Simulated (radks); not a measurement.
Values are calculated unless marked as measured or tabulated.
Trend from Mg to Ar: ionisation energy by Delta-SCF between NIST ground configurations, and size. Level of theory: scalar-relativistic Kohn-Sham, BLYP, spin-polarised, spherical densities, point nucleus; open shells are filled with parallel spins first (a radial shooting solver on a logarithmic mesh with Libxc functionals).

species  configuration  IE (eV)  NIST (eV)  kind  outermost  <r> outermost (bohr)
Mg            [Ne] 3s2    7.640      7.646  exp.         3s                  3.14
Al        [Ne] 3s2 3p1    5.764      5.986  exp.         3p                  3.43
Si        [Ne] 3s2 3p2    8.000      8.152  exp.         3p                  2.75
P         [Ne] 3s2 3p3   10.227     10.487  exp.         3p                  2.33
S         [Ne] 3s2 3p4   10.287     10.360  exp.         3p                  2.14
Cl        [Ne] 3s2 3p5   12.948     12.968  exp.         3p                  1.87
Ar                [Ar]   15.661     15.760  exp.         3p                  1.67

Reference values: NIST Atomic Spectra Database (exp. = measured, semi-emp. = semi-empirical, theory = theoretical value adopted there). Open shells are spherical and high-spin; term and fine-structure splittings are not resolved.
